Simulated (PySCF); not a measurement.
# Computed structure and properties of [Pr(H2O)4]3+

System: [Pr(H2O)4]3+ (singlet in the valence; each metal's 4f electrons, 2 of them, lie in its core potential, out of spins and levels); start: displaced along the imaginary mode (S4). Method: PySCF 2.14.0, RKS PBE, Pr lcecp-1-SVP with ECP48, O def2-SVP, H def2-SVP; non-relativistic Hamiltonian with scalar-relativistic core potentials where named; density fitting; no spin-orbit coupling.

Input of the relaxation:

```python
mol = gto.M(atom='''
Pr     0.00000     0.00000     0.00000
O      1.37924     1.38986     1.38203
H      1.95645     1.09042     2.17355
H      1.55037     2.39471     1.28064
O     -1.37924    -1.38203     1.38986
H     -1.55037    -1.28064     2.39471
H     -1.95645    -2.17355     1.09042
O      1.37924    -1.38986    -1.38203
H      1.55037    -2.39471    -1.28064
H      1.95645    -1.09042    -2.17355
O     -1.37924     1.38203    -1.38986
H     -1.95645     2.17355    -1.09042
H     -1.55037     1.28064    -2.39471''',
    basis={'Pr': 'lcecp-1-SVP', 'O': 'def2-SVP', 'H': 'def2-SVP'},
    ecp={'Pr': 'lcecp-1-SVP'},
    charge=3, spin=0)
mf = dft.RKS(mol, xc='PBE')
mf.grids.atom_grid = (50, 194)  # f atoms: unpruned, at least (60, 302)
mf = mf.density_fit()  # fitting sets: Pr AutoAux, O def2-universal-JKFIT, H def2-universal-JKFIT
mf.conv_tol = 1e-08; mf.max_cycle = 55
mf.kernel(dm0)  # dm0: converged density of the start geometry
# quasi-Newton relaxation in Cartesian coordinates to a largest gradient under 0.00045 Eh/bohr, steps kept in the point group
```

Run from Python with OMP_NUM_THREADS=2; the lines above give its settings. Where DIIS fails, smearing, a level shift and second-order steps follow.
It took 2.3 min on 2 threads of Arm Neoverse V1, with other jobs on the host, from the converged density of the start.

Course of the relaxation:

```json
{"step": "0", "energy above end (eV)": "0.2224", "largest force component within the symmetry (eV/Å)": "1.244"}
{"step": "1", "energy above end (eV)": "0.0350", "largest force component within the symmetry (eV/Å)": "0.078"}
{"step": "2", "energy above end (eV)": "0.0323", "largest force component within the symmetry (eV/Å)": "0.022"}
{"step": "3", "energy above end (eV)": "0.0297", "largest force component within the symmetry (eV/Å)": "0.210"}
{"step": "4", "energy above end (eV)": "0.0261", "largest force component within the symmetry (eV/Å)": "0.135"}
{"step": "5", "energy above end (eV)": "0.0189", "largest force component within the symmetry (eV/Å)": "0.050"}
{"step": "6", "energy above end (eV)": "0.0154", "largest force component within the symmetry (eV/Å)": "0.105"}
{"step": "7", "energy above end (eV)": "0.0120", "largest force component within the symmetry (eV/Å)": "0.101"}
{"step": "11", "energy above end (eV)": "0.0009", "largest force component within the symmetry (eV/Å)": "0.096"}
{"step": "12", "energy above end (eV)": "0.0009", "largest force component within the symmetry (eV/Å)": "0.132"}
{"step": "13", "energy above end (eV)": "0.0003", "largest force component within the symmetry (eV/Å)": "0.062"}
{"step": "14", "energy above end (eV)": "0.0002", "largest force component within the symmetry (eV/Å)": "0.055"}
{"step": "15", "energy above end (eV)": "0.0001", "largest force component within the symmetry (eV/Å)": "0.026"}
{"step": "16", "energy above end (eV)": "0.0000", "largest force component within the symmetry (eV/Å)": "0.018"}
```
(The steps between are left out.)

Relaxed geometry (S4):

```xyz
13

Pr   -0.0001    0.0000    0.0000
O     1.4311    1.3886    1.3267
H     2.2374    1.1261    1.8447
H     1.3737    2.3682    1.4826
O    -1.4317   -1.3264    1.3886
H    -1.3734   -1.4830    2.3684
H    -2.2370   -1.8452    1.1262
O     1.4311   -1.3886   -1.3267
H     1.3737   -2.3682   -1.4826
H     2.2374   -1.1261   -1.8447
O    -1.4317    1.3264   -1.3886
H    -2.2370    1.8452   -1.1262
H    -1.3734    1.4830   -2.3684
```

```json
{"contact": "Pr1–O2 (H2O)", "Å": "2.395"}
{"contact": "Pr1–O5 (H2O)", "Å": "2.395"}
{"contact": "Pr1–O8 (H2O)", "Å": "2.395"}
{"contact": "Pr1–O11 (H2O)", "Å": "2.395"}
```

On the finer grid (75, 302):

```yaml
HOMO: -21.93 eV
LUMO: -16.04 eV
Dipole_about_the_centre_of_mass: 0.01 D
Set_of_Mulliken_populations_of_Pr1_outside_the_core_potential: s 2.14, p 6.21, d 0.91, f 0.06
D3_BJ_dispersion_energy_not_in_the_energies: -0.190 eV
```

```json
{"atom": "Pr1", "Mulliken (e)": "1.67", "Löwdin (e)": "1.34", "spin (e)": "0.00"}
{"atom": "O2", "Mulliken (e)": "-0.28", "Löwdin (e)": "0.02", "spin (e)": "0.00"}
{"atom": "H3", "Mulliken (e)": "0.31", "Löwdin (e)": "0.20", "spin (e)": "0.00"}
{"atom": "H4", "Mulliken (e)": "0.31", "Löwdin (e)": "0.20", "spin (e)": "0.00"}
{"atom": "O5", "Mulliken (e)": "-0.28", "Löwdin (e)": "0.02", "spin (e)": "0.00"}
{"atom": "H6", "Mulliken (e)": "0.31", "Löwdin (e)": "0.20", "spin (e)": "0.00"}
{"atom": "H7", "Mulliken (e)": "0.31", "Löwdin (e)": "0.20", "spin (e)": "0.00"}
{"atom": "O8", "Mulliken (e)": "-0.28", "Löwdin (e)": "0.02", "spin (e)": "0.00"}
{"atom": "H9", "Mulliken (e)": "0.31", "Löwdin (e)": "0.20", "spin (e)": "0.00"}
{"atom": "H10", "Mulliken (e)": "0.31", "Löwdin (e)": "0.20", "spin (e)": "0.00"}
{"atom": "O11", "Mulliken (e)": "-0.28", "Löwdin (e)": "0.02", "spin (e)": "0.00"}
{"atom": "H12", "Mulliken (e)": "0.31", "Löwdin (e)": "0.20", "spin (e)": "0.00"}
{"atom": "H13", "Mulliken (e)": "0.31", "Löwdin (e)": "0.20", "spin (e)": "0.00"}
```

The 4f levels lie in the core potential and are missing. Their spin isn't counted.

On the grid (50, 194), as all that follows. Harmonic modes: a minimum within the noise of the softest modes; lowest 20 cm⁻¹ (negative: unstable), highest 3540 cm⁻¹, zero-point energy 2.576 eV.

Taking off one H2O (charge 0, singlet; the rest: singlet) in vacuum, both parts rigid, costs 3.22 eV; the small basis without counterpoise inflates it. Parting with an electron moved from the ligand to the metal can be far cheaper, even downhill.

Rigid scan of H2O along the line from its metal:

| distance to O2 (Å) | energy (eV) |
| --- | --- |
| 2.10 | 0.548 |
| 2.20 | 0.209 |
| 2.30 | 0.045 |
| 2.40 | 0.000 |
| 2.50 | 0.035 |
| 2.60 | 0.121 |
| 2.80 | 0.373 |

One start shape was tried, so this needn't be the lowest isomer.

An lcecp potential fixes the number of 4f electrons, so in runs with it no electron can move into or out of that shell.
